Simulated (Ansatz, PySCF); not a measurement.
This triplet lies 0.30 eV above the relaxed singlet at the level frozen-core CCSD(T)/cc-pVTZ // B3LYP-D3(BJ)/def2-TZVP (Ansatz, a first-principles code); other levels give the other order.

```xyz
8

B      1.8717    -0.2291    -0.0887
Si     0.0633    -0.8953     0.1069
C     -1.4554     0.1247    -0.3663
H      2.8172    -0.8807     0.2143
H      1.9857     0.8752    -0.5314
H     -1.1314     1.0782    -0.7915
H     -2.0815     0.3247     0.5058
H     -2.0696    -0.3977    -1.1024
```

Charge 0, multiplicity 3.

Problem. Give the Mulliken and meta-Löwdin atomic charges from PBE-D3(BJ)/def2-TZVP // B3LYP-D3(BJ)/def2-TZVP run with PySCF.

Solution. 
```
atom  Mulliken (e)  meta-Löwdin (e)
----  ------------  ---------------
B1           -0.12            -0.37
Si2           0.07             0.43
C3           -0.45            -0.58
H4            0.03             0.04
H5            0.03             0.04
H6            0.15             0.15
H7            0.15             0.15
H8            0.15             0.15
```
